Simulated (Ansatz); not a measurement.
Reaction (cleavage of the Si–Si bond): `C=C[SiH2][SiH2]O` + `O[SiH2][SiH3]` → `O[SiH2]O[SiH2][SiH3]` + `C=C[SiH3]`

Isolated molecules relaxed with PBE0-D4/def2-TZVP in Ansatz; ΔE leaves out vibrations. CCSD(T)/CBS is the MP2 limit (def2-TZVPP, def2-QZVPP) plus CCSD(T) − MP2 in def2-TZVPP, frozen cores. DFT in def2-TZVPP. B3LYP here is the variant with VWN-RPA as its local correlation; programs differ in this. One conformer a species, not always the lowest.

`C=C[SiH2][SiH2]O`:

Z-matrix (Å, degrees):
```
Si
C 1 1.861
Si 1 2.342 2 110.4
H 1 1.490 2 110.8 3 120.6
H 1 1.491 2 109.1 3 -119.8
C 2 1.330 1 123.6 3 115.1
H 2 1.089 1 118.1 3 -63.0
O 3 1.657 1 106.1 2 55.9
H 3 1.494 1 111.6 2 177.0
H 3 1.494 1 110.8 2 -64.5
H 6 1.087 2 121.8 1 1.6
H 6 1.087 2 122.1 1 -178.4
H 8 0.958 3 117.6 1 -178.8
```

`O[SiH2][SiH3]`:

Z-matrix (Å, degrees):
```
Si
Si 1 2.347
O 1 1.654 2 112.4
H 1 1.484 2 110.6 3 117.6
H 1 1.493 2 108.5 3 -123.5
H 2 1.489 1 110.0 3 177.8
H 2 1.491 1 110.1 3 58.6
H 2 1.488 1 111.4 3 -61.5
H 3 0.958 1 117.6 2 -58.8
```

`O[SiH2]O[SiH2][SiH3]`:

Cartesian coordinates in Å:
```
O -1.530 -1.092 1.980
Si -1.146 0.432 1.517
O 0.411 0.565 1.048
Si 1.454 0.139 -0.150
Si 0.353 -0.155 -2.201
H -1.172 -1.420 2.806
H -2.039 0.717 0.371
H -1.325 1.389 2.634
H 2.151 -1.121 0.230
H 2.477 1.213 -0.266
H 1.352 -0.547 -3.233
H -0.310 1.105 -2.635
H -0.676 -1.224 -2.100
```

`C=C[SiH3]`:

Cartesian coordinates in Å:
```
C -0.307 -0.867 1.241
C -0.489 0.220 0.496
Si 0.425 0.526 -1.094
H 0.397 -1.644 0.955
H -0.849 -1.031 2.168
H -1.209 0.962 0.838
H -0.524 0.658 -2.233
H 1.345 -0.613 -1.350
H 1.211 1.788 -1.019
```

```
          level  ΔE (kJ/mol)
         PBE-D4       -113.3
       B3LYP-D4       -139.3
           PBE0       -121.2
          B3LYP       -137.0
  HF/def2-TZVPP       -163.3
 MP2/def2-TZVPP       -146.8
CCSD/def2-TZVPP       -144.1
  HF/def2-QZVPP       -165.6
```

**Question.** What does CCSD(T)/CBS give? (An estimate is asked.)

**Answer.** The calculation gave: -140.2 kJ/mol. The listed levels differ from it by 26.9, 0.9, 19.0, 3.2, -23.1, -6.6, -3.9, -25.4 kJ/mol.

Largest T1 diagnostic among the species: 0.012.

From PBE to PBE0 (25 % exact exchange), in def2-TZVPP and without D4, ΔE moves by −9.3 kJ/mol. In def2-TZVPP, CCSD(T) changes the Hartree–Fock value by +22.1 kJ/mol (the triples alone add +3.0 kJ/mol) and MP2 by +16.5 kJ/mol.
